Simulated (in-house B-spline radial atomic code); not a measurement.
## Ionising Sn II (Sn+) with different functionals

Computed with a radial B-spline atomic code at the basis-set limit: non-relativistic Hamiltonian, point nucleus, spin-polarised at highest spin, spherical fractional occupations for the functionals, the average over the highest-spin determinants for Hartree-Fock. The ionisation energy is the difference of two self-consistent energies, [Kr] 4d10 5s2 5p1 → [Kr] 4d10 5s2, without Breit or QED terms; ε is the level of the shell that loses the electron (its least bound occupied spin orbital). There is no spin-orbit coupling in this Hamiltonian.

Hybrids are left out here: with spherical fractional occupations of an open shell their exact exchange keeps a self-interaction that integer-occupation calculations don't have.

```
           method          rung  ΔSCF (eV)  -ε(5p) (eV)
     Hartree-Fock  Hartree-Fock      13.63        13.82
         LDA VWN5           LDA      14.42        10.83
         LDA PW92           LDA      14.41        10.83
LDA exchange-only           LDA          ?            ?
              PBE           GGA      14.16        10.65
           PBEsol           GGA      14.19        10.69
             BLYP           GGA      14.12        10.50
             RPBE           GGA          ?            ?
             PW91           GGA      14.23        10.72
             BP86           GGA      14.33        10.80
             AM05           GGA      14.14        10.64
             OLYP           GGA      13.87        10.42
             TPSS      meta-GGA      14.06        10.64
             SCAN      meta-GGA      14.18        10.78
           r2SCAN      meta-GGA      14.13        10.78
            M06-L      meta-GGA      13.85        10.41
          revTPSS      meta-GGA      14.06        10.65
```

Task: What does LDA exchange-only give?

Result: ΔSCF 13.41 eV, and -ε(5p) = 9.93 eV.

Task: What does RPBE give?

Result: ΔSCF 14.06 eV, and -ε(5p) = 10.59 eV.

Task: How do they compare with the NIST value?

Result: NIST lists 14.633 eV (measured, ground level to ground level). Errors run from -1.22 to -0.21 eV; LDA VWN5 is closest (-0.21 eV), but part of that can be cancellation, since the calculations leave out relativity, Breit-QED terms, multiplet and fine-structure energies. Hartree-Fock also lacks correlation.
